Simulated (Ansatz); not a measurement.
Several settings on one geometry of Cu(NH3)Me (CH₆CuN) (that of the charge 0 singlet, PBE0-D4/def2-TZVP). Ansatz on 4 threads of Arm Neoverse V2 on a shared host; times are rough.

```xyz
9

Cu    0.000    0.000   -0.023
N    -0.004   -0.014    1.954
H    -0.422    0.832    2.326
H     0.940   -0.080    2.322
H    -0.531   -0.803    2.314
C     0.003    0.014   -1.925
H    -1.017    0.024   -2.324
H     0.508   -0.871   -2.328
H     0.521    0.897   -2.315
```

Totals from different functionals, basis sets or treatments of relativity can't be compared as stabilities.

B3LYP takes the VWN-RPA correlation.

The spins typed aren't always the lowest for that charge.

Task: Give the basis size and estimate the energy, ⟨S²⟩ and time of these runs.

```csv
run,method,charge,state,further keys
1,UKS ωPBEh/aug-cc-pVDZ,0,singlet,"point_charges: [{charge: 0.50, position_ang: [4.864, 0.286, 0.868]}]; scf: {lower_state_search: light}"
2,RKS B3LYP/def2-mTZVP,0,singlet,scf: {omitted_lower_state_checks: [starts]}
3,UKS ωB97X/aug-cc-pVDZ,1,doublet,–
```

Result: 
```json
{"run": "1", "functions": "159", "energy (Eh)": "-1736.7157", "⟨S²⟩": "0.00", "wall time": "4.9 s"}
{"run": "2", "functions": "89", "energy (Eh)": "-1737.0941", "⟨S²⟩": "–", "wall time": "0.85 s"}
{"run": "3", "functions": "159", "energy (Eh)": "-1736.7969", "⟨S²⟩": "0.75", "wall time": "19 s"}
```
